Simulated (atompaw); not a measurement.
Pseudopotential generation for potassium: PAW (atompaw), LDA (PW92), scalar-relativistic.

atompaw 4.2.0.5 input, output lines left out:

```
K 19
LDA-PW scalarrelativistic loggrid 1500 logderivrange -5 5 251
4 4 0 0 0 0
4 0 1
4 1 0
0 0 0
c
c
v
v
c
v
v
2
2.85 2.75 2.40 2.70
n
n
y
0.25
n
custom polynom gramschmidtortho gaussian
3 -0.5 troulliermartins
1.50
1.80
1.50
2.85
2.40
```

All-electron outer shells of the reference configuration (LDA (PW92), scalar-relativistic, ld1.x):

```json
{"shell": "2s", "level (eV)": "-352.25", "outermost node (bohr)": "0.11", "outermost maximum (bohr)": "0.32"}
{"shell": "2p", "level (eV)": "-280.02", "outermost node (bohr)": "–", "outermost maximum (bohr)": "0.26"}
{"shell": "3s", "level (eV)": "-35.18", "outermost node (bohr)": "0.48", "outermost maximum (bohr)": "1.07"}
{"shell": "3p", "level (eV)": "-18.84", "outermost node (bohr)": "0.45", "outermost maximum (bohr)": "1.15"}
{"shell": "4s", "level (eV)": "-2.43", "outermost node (bohr)": "1.59", "outermost maximum (bohr)": "4.03"}
{"shell": "4p", "level (eV)": "-0.84", "outermost node (bohr)": "1.88", "outermost maximum (bohr)": "5.71"}
```

What the tests gave:

```json
{
  "Cutoffs needed": "25 Ry and 45 Ry (the cutoffs (Ry, on a coarse ladder) from which the occupation-weighted sum of valence levels, in a spherical-Bessel basis at the reference potential, stays within 10 and 1 mRy of its value at 400 Ry)",
  "Ghost test": "no extra level below or beside the all-electron valence levels (s, p, d, f tested) (spherical-Bessel basis up to 400 Ry, 20 bohr box)",
  "Lowest eigenvalue of the overlap operator": "0.49 (p channel)",
  "Overlap eigenvalues printed by atompaw (projector basis)": "0.574, 0.688, 1.75, 5.48, 1.18e+05",
  "Share of each valence orbital outside the PAW sphere": "3s 1 %, 4s 89 %, 3p 3 %, 4p 97 %"
}
```

Generation and tests took about 2 s on one core of a shared server CPU.
